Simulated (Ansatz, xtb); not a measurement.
Relative energy of two structures of C4H6O3S2

Structure a is `CC1=CSCOS1(=O)=O`, a singlet and structure b is a singlet given by its coordinates. Both are isolated molecules in the gas phase, relaxed with B3LYP/def2-SVP.

a (Å):

```yaml
atoms:
  - { symbol: C, position_ang: [-2.1713, -0.4431, 1.4563] }
  - { symbol: C, position_ang: [-1.3724, 0.1454, 0.3265] }
  - { symbol: C, position_ang: [-1.7805, 0.2183, -0.9572] }
  - { symbol: C, position_ang: [0.6683, 1.2307, -1.6728] }
  - { symbol: O, position_ang: [0.5642, 1.8253, -0.4003] }
  - { symbol: O, position_ang: [1.2096, -0.3199, 0.7790] }
  - { symbol: O, position_ang: [0.0834, 1.5897, 2.0144] }
  - { symbol: S, position_ang: [-0.9958, 0.8680, -2.3803] }
  - { symbol: S, position_ang: [0.2278, 0.7587, 0.8338] }
  - { symbol: H, position_ang: [-3.1448, -0.7974, 1.0873] }
  - { symbol: H, position_ang: [-1.6435, -1.2974, 1.9126] }
  - { symbol: H, position_ang: [-2.3386, 0.3043, 2.2479] }
  - { symbol: H, position_ang: [-2.7846, -0.1530, -1.1923] }
  - { symbol: H, position_ang: [1.2587, 0.3021, -1.6269] }
  - { symbol: H, position_ang: [1.1497, 1.9532, -2.3453] }
```

b (Å):

```
atom    x (Å)    y (Å)    z (Å)
   C   1.2041  -1.8434   1.3593
   C  -0.0012  -1.0418   1.7979
   C  -0.4553  -0.9729   3.0578
   C  -1.6206  -0.1725   3.5489
   O   0.8890  -2.5056   0.1264
   O  -0.6468  -2.2434  -1.8166
   O   1.3733  -0.7283  -1.6151
   S  -0.7330  -0.1673   0.4252
   S   0.2845  -1.4798  -1.0122
   H   1.4324  -2.6396   2.0804
   H   2.0924  -1.2021   1.2180
   H   0.1010  -1.5507   3.8064
   H  -1.2857   0.7091   4.1240
   H  -2.2506   0.1878   2.7207
   H  -2.2494  -0.7725   4.2267
```

Close contacts (Å): C1–C2 1.51, C1–O5 1.43, C2–C3 1.34, C2–S8 1.78, C3–C4 1.50, O5–S9 1.65, O6–S9 1.45, O7–S9 1.45, S8–S9 2.20, C1–H10 1.10, C1–H11 1.10, C3–H12 1.10, C4–H13 1.10, C4–H14 1.10, C4–H15 1.10.

**Question.** Estimate E(b) − E(a) at the level CCSD(T)/def2-SVP + ΔMP2/def2-TZVPP.

**Answer.** Calculated at CCSD(T)/def2-SVP + ΔMP2/def2-TZVPP: E(b) − E(a) = +1.73 kcal/mol, so structure a lies lower.

How the difference moves with the method:

```json
{"level": "B3LYP/def2-SVP", "geometry": "B3LYP/def2-SVP", "E(b) − E(a) (kcal/mol)": "0.00", "departure from the last row (kcal/mol)": "−1.73", "job, with rough time for the two": "optimisation, 96 s"}
{"level": "HF/def2-SVP", "geometry": "B3LYP/def2-SVP", "E(b) − E(a) (kcal/mol)": "+4.38", "departure from the last row (kcal/mol)": "+2.65", "job, with rough time for the two": "part of the CCSD(T) run"}
{"level": "MP2/def2-SVP", "geometry": "B3LYP/def2-SVP", "E(b) − E(a) (kcal/mol)": "+1.93", "departure from the last row (kcal/mol)": "+0.20", "job, with rough time for the two": "part of the CCSD(T) run"}
{"level": "CCSD(T)/def2-SVP", "geometry": "B3LYP/def2-SVP", "E(b) − E(a) (kcal/mol)": "+1.64", "departure from the last row (kcal/mol)": "−0.09", "job, with rough time for the two": "single point"}
{"level": "CCSD(T)/def2-SVP + ΔMP2/def2-TZVPP", "geometry": "B3LYP/def2-SVP", "E(b) − E(a) (kcal/mol)": "+1.73", "departure from the last row (kcal/mol)": "", "job, with rough time for the two": "single point, 2.7 min"}
```

B3LYP/def2-SVP finds them nearly level. The largest departure from CCSD(T)/def2-SVP + ΔMP2/def2-TZVPP is that of HF/def2-SVP, 2.65 kcal/mol. Levels run at GFN2-xTB geometries aren't shown. The last row adds to CCSD(T) the change of the MP2 difference between the two basis sets, here +0.09 kcal/mol.

With thermal terms from frequencies at re-optimised GFN2-xTB minima (ideal gas, soft modes damped towards free rotors, one conformer each, 298.15 K, 1 atm): the zero-point term adds +0.57 kcal/mol; ΔH is +2.32 and ΔG +2.23 kcal/mol.

The correlated steps freeze 17 core orbitals. Run with Ansatz 0.2.0, xtb 6.7.1; the last row on 4 threads of Arm Neoverse V2 on a shared host.
